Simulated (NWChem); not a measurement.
# Correlation energy of HBN

SMILES: B=[N]
```xyz
3

B      0.0000     0.0000    -0.6134
N      0.0000     0.0000     0.6948
H      0.0000     0.0000    -1.7968
```
Charge 0, spin multiplicity 2.

The numbers come from NWChem runs, not from measurements. Structure: optimised with UB3LYP/def2-SVP, a minimum by its harmonic frequencies.

Basis set: STO-3G. Each correlation energy counts from its own Hartree-Fock reference.

```tsv
method	correlation energy (mHa)	remark
CCSD(T) on ROHF	-118.1	-
CCSD[T] on UHF	-115.1	spin-contaminated
CCSD on UHF	-111.7	spin-contaminated
CCSD(T) on UHF	-114.1	spin-contaminated
CCSD on ROHF	-114.5	-
UMP2	-78.0	spin-contaminated
SCS-UMP2	-80.4	spin-contaminated
CCSD[T] on ROHF	-119.5	-
CCSDT on ROHF	-119.0	-
```

The values span 41.5 mHa, from CCSD[T] on ROHF (lowest) to UMP2 (highest). 

The correlated methods keep 2 core orbitals frozen. The structure started from a generated list of species. The unpaired electrons of the parent sit in orbitals of symmetry b2 (C2v labels of the run); other states weren't searched. The stability of the SCF solutions was not checked. Open-shell Hartree-Fock references start from PBE0 orbitals. Coupled-cluster values serve here as a point of comparison, not as the truth.
